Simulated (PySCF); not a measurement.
**Radial density of Ti²⁺ (titanium, charge +2)**

UHF, [Ar] 3d2, high-spin 3F determinant. Calculation: PySCF 2.14, in Sapporo-DKH3-DZP-2012; the spin-free X2C one-electron Hamiltonian (Gaussian nucleus).

```
r (bohr)  4πr²ρ (e/bohr)  4πr²(ρα − ρβ)
0.000916          0.1037         0.0000
 0.00154          0.2632         0.0000
 0.00259          0.6685         0.0000
 0.00436           1.658        -0.0001
 0.00734           3.909        -0.0001
  0.0123           8.537        -0.0003
  0.0208           16.22        -0.0005
  0.0349           24.27        -0.0009
  0.0587           25.27        -0.0016
  0.0988           19.69        -0.0030
   0.166           24.35         0.0096
   0.279           25.65         0.1368
   0.470           9.584         0.5930
   0.791           10.02         1.2578
    1.33           6.157         1.1636
    2.24          0.7729         0.3821
    3.76         0.03147         0.0297
    6.33       0.0001679         0.0002
```

Densities and radii are taken from the X2C orbitals without a picture-change correction, which distorts them close to the nucleus.

Task: Where is the radial spin density 4πr²(ρα − ρβ) most negative, and why is it negative at all?

Result: Around r = 0.0988 bohr, down to -0.0030 e/bohr: exchange with the open shell polarises the paired shells in an unrestricted calculation.
